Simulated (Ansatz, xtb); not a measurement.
# C5H5OPS: which of two isomers lies lower

We compare X, `CC1=CP=C(C=O)S1`, a singlet, with Y, `CC(=O)C1=CP=CS1`, a singlet. Both are isolated molecules in the gas phase, relaxed with r2SCAN-D4/def2-SVP, each in the lowest conformer that the search found.

X (Å):

```xyz
13

C     0.1319    1.4344    0.5711
C     0.1531   -0.0219    0.2200
C     0.5321   -1.0567    1.0536
C    -0.0948   -2.1911   -1.1299
C    -0.3885   -3.0774   -2.2549
O    -0.7886   -2.7042   -3.3400
P     0.4773   -2.7024    0.4260
S    -0.3356   -0.4965   -1.3670
H     0.7884    2.0191   -0.0932
H     0.4740    1.5772    1.6052
H    -0.8826    1.8556    0.4826
H     0.8563   -0.8409    2.0772
H    -0.2102   -4.1626   -2.0317
```

Y (Å):

| atom | x (Å) | y (Å) | z (Å) |
| --- | --- | --- | --- |
| C | 1.2525 | 0.6290 | 0.8583 |
| C | 0.8737 | -0.8298 | 0.7629 |
| C | -0.0513 | -1.2219 | -0.3309 |
| C | -0.6335 | -0.4299 | -1.3011 |
| C | -1.4782 | -2.7624 | -1.7637 |
| O | 1.2979 | -1.6663 | 1.5406 |
| P | -1.7031 | -1.2050 | -2.4783 |
| S | -0.4618 | -2.9054 | -0.4066 |
| H | 0.3577 | 1.2555 | 1.0025 |
| H | 1.9361 | 0.7625 | 1.7058 |
| H | 1.7421 | 0.9668 | -0.0690 |
| H | -0.4330 | 0.6457 | -1.3329 |
| H | -1.9473 | -3.6843 | -2.1216 |

Quicker runs give these differences E(Y) − E(X): GFN2-xTB −0.5 kcal/mol; HF/STO-3G −1.3 kcal/mol (at GFN2-xTB geometries); r2SCAN-D4/def2-SVP//GFN2-xTB −2.3 kcal/mol.

Problem. Estimate E(Y) − E(X) at the level CCSD(T)/def2-SVP + ΔMP2/def2-TZVPP.

Solution. Calculated at CCSD(T)/def2-SVP + ΔMP2/def2-TZVPP: E(Y) − E(X) = −2.8 kcal/mol, so structure Y lies lower.

Level by level:

```csv
level,geometry,E(Y) − E(X) (kcal/mol),departure from the last row (kcal/mol),"job, with rough time for the two"
GFN2-xTB,GFN2-xTB,−0.5,+2.3,"optimisation, 0.14 s"
HF/STO-3G,GFN2-xTB,−1.3,+1.5,"single point, 0.48 s"
r2SCAN-D4/def2-SVP//GFN2-xTB,GFN2-xTB,−2.3,+0.5,"single point, 4.2 s"
r2SCAN-D4/def2-SVP,r2SCAN-D4/def2-SVP,−2.1,+0.7,"optimisation, 26 s"
HF/def2-SVP,r2SCAN-D4/def2-SVP,−2.1,+0.7,part of the CCSD(T) run
MP2/def2-SVP,r2SCAN-D4/def2-SVP,−1.7,+1.2,part of the CCSD(T) run
CCSD(T)/def2-SVP,r2SCAN-D4/def2-SVP,−2.1,+0.8,single point
CCSD(T)/def2-SVP + ΔMP2/def2-TZVPP,r2SCAN-D4/def2-SVP,−2.8,,"single point, 86 s"
```

As drawn, both hold the same kinds of bond in the same numbers.

None of the levels shown reverses the order. The largest departure from CCSD(T)/def2-SVP + ΔMP2/def2-TZVPP is that of GFN2-xTB, 2.3 kcal/mol. The last row adds to CCSD(T) the change of the MP2 difference between the two basis sets, here −0.8 kcal/mol.

With thermal terms from frequencies at re-optimised GFN2-xTB minima (ideal gas, soft modes damped towards free rotors, one conformer each, 298.15 K, 1 atm): the zero-point term adds +0.3 kcal/mol; ΔH is −2.8 and ΔG −2.2 kcal/mol.

The correlated steps freeze 16 core orbitals. Programs: Ansatz 0.2.0, xtb 6.7.1; the last row on 4 threads of Arm Neoverse V2 on a shared host.
